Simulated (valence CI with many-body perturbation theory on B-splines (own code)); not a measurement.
# Tc10+ in brief

Level of theory: configuration interaction combined with many-body perturbation theory (CI+MBPT): five valence electrons over a frozen Dirac-Fock core [Ar] 3d10, radial functions for each j: 9 s, 9 p, 8 d, 6 f, 3 g, 1 h, with the one-electron correlation potential Σ1 (screened to all orders), the two-electron term Σ2, the three-electron term Σ3, Breit, model QED; selected single and double excitations, second order for the rest, scaled by the run's own slope (own B-spline code, finite nucleus).

No measured levels were compared; by estimate levels hold to about 250 cm⁻¹ or 0.2 % of their energy and the worst to 1 %, as in measured heavy ions of charge 2 to 7; those with d or f electrons hold less well. Among the levels kept, up to 650 cm⁻¹ of a level comes from second order outside the variational space, and about a tenth of that is noise between levels of different J, which matters for small intervals.

Names give the largest LS component (configuration and term), which can be under half, so a name can repeat, a term be missing and a line seem to break the LS rules; names also repeat where a configuration has a term twice.

Rates and lifetimes use the calculated energies. Strong lines usually hold to 10 to 20 %, long lifetimes can be off by a factor of two.

Q: What is the ground level?

A: 4s2 4p3 4S°_3/2, composition 78 % 4s2 4p3 4S° + 14 % 4s2 4p3 2P° + 5 % 4s2 4p3 2D°, g = 1.842.

Q: What is the ionisation energy?

A: 215.02 eV; NIST lists 214 ± 2.4 eV (theoretical).

Q: Name the longest-lived excited levels whose lifetime is computed, and their main decay.

A: 4s2 4p3 2D°_5/2 at 4.911 eV lives 23.5 ms, mostly by M1 to 4s2 4p3 4S°_3/2; 4s2 4p3 2D°_3/2 at 3.649 eV lives 3.70 ms, mostly by M1 to 4s2 4p3 4S°_3/2; 4s2 4p3 2P°_1/2 at 7.517 eV lives 1.47 ms, mostly by M1 to 4s2 4p3 4S°_3/2. The lifetime of 4s2 4p2 4d 4F_9/2 is too uncertain to give, and may be longer.

Q: What are the static dipole polarisabilities of the lowest levels?

A: 4s2 4p3 4S°_3/2 0.971 (tensor 0.011); 4s2 4p3 2D°_3/2 0.974 (tensor 0.052); 4s2 4p3 2D°_5/2 0.980; 4s2 4p3 2P°_1/2 0.973 bohr³, of which the core gives 0.0490.

Q: Where does the other parity begin?

A: At 4s 4p4 4P_5/2, 30.236 eV.
